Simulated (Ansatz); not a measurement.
Species: [Hf(Cl)3(H)] (charge 0, multiplicity 1).

**Question.** Give a relaxed geometry from r2SCAN-D4/def2-SVP (Ansatz, a program for electronic structure).

**Answer.** the end point of this relaxation.
Cartesian coordinates (Å) in one orientation:
```xyz
5

Hf    -0.040     0.087    -0.095
Cl     1.108     2.061     0.383
Cl    -2.351     0.248     0.191
Cl     0.599    -0.911    -2.106
H      0.501    -1.088     1.192
```
